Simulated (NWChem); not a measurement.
System: BN2H4Cl; SMILES ClB(N)N

```xyz
8

B      0.0000     0.0000     0.4472
Cl     0.0000     0.0000    -1.3584
N      0.0000    -1.2544     1.1039
H      0.0000    -1.3655     2.1161
H      0.0000    -2.1293     0.5851
N      0.0000     1.2544     1.1039
H      0.0000     1.3655     2.1161
H      0.0000     2.1293     0.5851
```
Atoms are numbered in this order, from 1.

Geometry: optimised at PBE-D3(BJ)/def2-SVP.

Symmetry labels are those of C2v in the frame above (b1 and b2, or b-type labels, depend on it).

Q: List the 4 lowest vertical singlet excitations and the 4 lowest triplet ones from PBE0/6-31+G* (spherical d), TDA (NWChem).

A: 
| state | energy (eV) | oscillator strength | symmetry | leading excitation (squared amplitude) |
|---|---|---|---|---|
| S1 | 5.93 | 0.000 | a2 | HOMO → LUMO (0.98) |
| S2 | 6.70 | 0.052 | b1 | HOMO → LUMO+1 (0.81) |
| S3 | 7.09 | 0.000 | b1 | HOMO−1 → LUMO (0.81) |
| S4 | 7.12 | 0.000 | a2 | HOMO → LUMO+2 (0.94) |
| T1 | 5.71 | spin-forbidden | a2 | HOMO → LUMO (0.96) |
| T2 | 6.43 | spin-forbidden | b1 | HOMO → LUMO+1 (0.70) |
| T3 | 6.75 | spin-forbidden | b2 | HOMO → LUMO+4 (0.92) |
| T4 | 7.03 | spin-forbidden | a2 | HOMO → LUMO+2 (0.89) |
